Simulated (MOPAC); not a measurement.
Input file for MOPAC: PM7 on BF+, 2S+1 = 2, a spin state set in the input, which need not be the lowest, a point of a bond scan (R = 1.158 Å). Charge +1.

```
PM7 1SCF PRECISE CHARGE=1 UHF MS=0.5 THREADS=1
BF

B      0.00000000 1     0.00000000 1     0.00000000 1
F      0.00000000 1     0.00000000 1     1.15784500 1
```

Output:

```
*******************************************************************************
 **                                                                           **
 **                              MOPAC v23.2.5                                **
 **                                                                           **
 *******************************************************************************
 ** MOPAC's Digital Object Identifier: https://doi.org/10.5281/zenodo.6511958 **
 **                                                                           **
 ** Please cite the open-source release paper for use of this MOPAC version:  **
 ** J. E. Moussa and J. J. P. Stewart (2026)                                  **
 ** MOPAC: An open-source semiempirical molecular orbital program             **
 ** J. Open Source Softw., 11(119), 8025, https://doi.org/10.21105/joss.08025 **
 *******************************************************************************

                              PM7 CALCULATION RESULTS

 *******************************************************************************
 *  PM7        - The PM7 Hamiltonian to be used
 *  UHF        - UNRESTRICTED HARTREE-FOCK CALCULATION
 *
 *
 *
 *                 CHARGE ON SYSTEM = +1
 *
 *
 *
 *  MS=        - IN MECI, MAGNETIC COMPONENT OF SPIN =  0.5
 *  PRECISE    - TIGHTER CRITERIA TO BE USED
 *  1SCF       - DO 1 SCF AND THEN STOP
 *  THREADS=1  - MULTI-THREADING NOT USED
 *  T=         - A TIME OF 172800.0 SECONDS REQUESTED
 *  DUMP=N     - RESTART FILE WRITTEN EVERY 7200.0 SECONDS REQUESTED
 *******************************************************************************
PM7 1SCF PRECISE CHARGE=1 UHF MS=0.5 THREADS=1
 BF

   ATOM   CHEMICAL          X               Y               Z
  NUMBER   SYMBOL      (ANGSTROMS)     (ANGSTROMS)     (ANGSTROMS)

     1       B          0.00000000  *   0.00000000  *   0.00000000  *
     2       F          0.00000000  *   0.00000000  *   1.15784500  *



          CARTESIAN COORDINATES

    NO.       ATOM           X           Y           Z

     1         B          0.0000      0.0000      0.0000
     2         F          0.0000      0.0000      1.1578

 General Reference for PM7:
 "Optimization of Parameters for Semiempirical Methods VI: More Modifications to the
 NDDO Approximations and Re-optimization of Parameters", J. J. P. Stewart, J. Mol. Mod., 1:32, 19 (2013)
 https://link.springer.com/article/10.1007/s00894-012-1667-x

           Empirical Formula: B F  =     2 atoms



      MOLECULAR POINT GROUP   :   C*v


          UHF CALCULATION, NO. OF ALPHA ELECTRONS =    5
                           NO. OF BETA  ELECTRONS =    4

 -------------------------------------------------------------------------------
 PM7 1SCF PRECISE CHARGE=1 UHF MS=0.5 THREADS=1
 BF



     1SCF WAS SPECIFIED, SO BFGS WAS NOT USED
     SCF FIELD WAS ACHIEVED


                              PM7 CALCULATION
                                                       MOPAC v23.2.5 Linux




          FINAL HEAT OF FORMATION =        230.12009 KCAL/MOL =     962.82247 KJ/MOL


          COSMO AREA              =         59.67 SQUARE ANGSTROMS
          COSMO VOLUME            =         42.29 CUBIC ANGSTROMS

          IONIZATION POTENTIAL    =         15.197955 EV
          ALPHA SOMO LUMO (EV)    =        -15.198 -8.360
          BETA  SOMO LUMO (EV)    =        -23.549 -9.169
          NO. OF ALPHA ELECTRONS  =          5
          NO. OF BETA  ELECTRONS  =          4
          MOLECULAR WEIGHT        =         29.8084         POINT GROUP:  C*v

          MOLECULAR DIMENSIONS (Angstroms)

            Atom       Atom       Distance
            F     2    B     1     1.15785
            F     2    B     1     0.00000
            B     1    F     2     0.00000


          SCF CALCULATIONS        =          1





   ATOM   CHEMICAL          X               Y               Z
  NUMBER   SYMBOL      (ANGSTROMS)     (ANGSTROMS)     (ANGSTROMS)

     1       B          0.00000000  *   0.00000000  *   0.00000000  *
     2       F          0.00000000  *   0.00000000  *   1.15784500  *

                             CARTESIAN COORDINATES

   1    B        0.000000000     0.000000000     0.000000000
   2    F        0.000000000     0.000000000     1.157845000


           Empirical Formula: B F  =     2 atoms



      MOLECULAR POINT GROUP   :   C*v


          ALPHA EIGENVALUES
 -50.35040 -24.65547 -24.14759 -23.31580 -15.19796  -8.36038  -8.00897  -3.77615


           BETA EIGENVALUES
 -49.98666 -24.79927 -23.89629 -23.54942  -9.16883  -8.37758  -8.21833  -3.59339


              NET ATOMIC CHARGES AND DIPOLE CONTRIBUTIONS

  ATOM NO.   TYPE          CHARGE      No. of ELECS.   s-Pop       p-Pop
    1          B           0.978799        2.0212     0.27486     1.74634
    2          F           0.021201        6.9788     1.90805     5.07075
 DIPOLE           X         Y         Z       TOTAL
 POINT-CHG.     0.000     0.000    -3.427     3.427
 HYBRID        -0.000     0.000    -1.636     1.636
 SUM           -0.000     0.000    -5.062     5.062


          ATOMIC ORBITAL ELECTRON POPULATIONS

     Atom    s        px        py        pz
    1  B   0.27486   1.15892   0.27340   0.31402
    2  F   1.90805   1.84108   1.72660   1.50307


                    (SZ)    =    0.500000
                    (S**2)  =    0.751002


          ATOMIC ORBITAL SPIN POPULATIONS

    Atom   Total    s     px     py     pz
         Atomic
    1  B  0.8475  0.019  0.841 -0.006 -0.007
    2  F  0.1525  0.003  0.159  0.006 -0.015

 **********************
 *                    *
 * JOB ENDED NORMALLY *
 *                    *
 **********************




 == MOPAC DONE ==
```

The run finished.

Cost: around 0.020 core-seconds (rough).
